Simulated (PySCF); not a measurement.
Computed IR spectrum (relative IR intensity) of a molecule C6H5N3. Geometry: B3LYP-D3(BJ)/def2-SVP. Other conformers were not sampled. Level of theory: B3LYP-D3(BJ)/def2-SVP run with PySCF 2.14.0. Frequencies are harmonic and unscaled.

```
ν (cm⁻¹)  relative intensity
--------  ------------------
268                      3.7
417                      4.8
443                      6.8
538                       48
597                       14
706                       28
769                       40
799                      2.4
803                      7.0
1009                     2.1
1032                      25
1046                      16
1133                     2.5
1159                     3.2
1258                      17
1291                      13
1353                      49
1499                     8.7
1644                     2.3
1685                     6.6
3194                     5.9
3203                     8.7
3213                     3.8
3656                     100
```

**Question.** Identify the compound among the candidates.
(A) Cc1cc(C#N)ncn1
(B) Cc1cncc(C#N)n1
(C) Cc1cncnc1C#N
(D) c1ccc2[nH]nnc2c1

**Answer.** D, c1ccc2[nH]nnc2c1
